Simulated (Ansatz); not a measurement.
Consider the formal hydrolysis of a C–Sn bond: `C[CH](Cl)[SnH3]` + H₂O → `CC(O)Cl` + `[SnH4]`.

Gas-phase electronic energies from Ansatz, PBE0-D4/def2-TZVP geometries. CBS: MP2 limit from def2 TZ/QZ plus the TZ coupled-cluster correction, frozen cores. This one scheme is used for every species. Functionals use def2-TZVPP. def2 core potentials past Kr. For Sn outer-core shells are correlated without core-valence functions, which leaves a few kJ/mol of doubt a bond. Each species was taken in one conformer, which may not be the lowest.

```csv
level,ΔE (kJ/mol)
B2PLYP,24.1
PBE0,18.8
HF/def2-TZVPP,7.4
MP2/def2-QZVPP,50.3
```

**Question.** What does CCSD(T)/CBS give? (Estimate.)

**Answer.** The calculation gave: +42.9 kJ/mol. The listed levels differ from it by -18.8, -24.1, -35.5, 7.4 kJ/mol.

Largest T1 diagnostic among the species: 0.013.

The D4 term adds +8.9 kJ/mol with B3LYP and +5.0 kJ/mol with PBE0; it sums over pairs of atoms, weighted by their polarisabilities, and B3LYP, whose exchange is more repulsive, gets the larger term. In def2-TZVPP, CCSD(T) changes the Hartree–Fock value by +24.2 kJ/mol (the triples alone add +1.9 kJ/mol) and MP2 by +36.0 kJ/mol.

B3LYP here is the variant with VWN-RPA as its local correlation; programs differ in this.
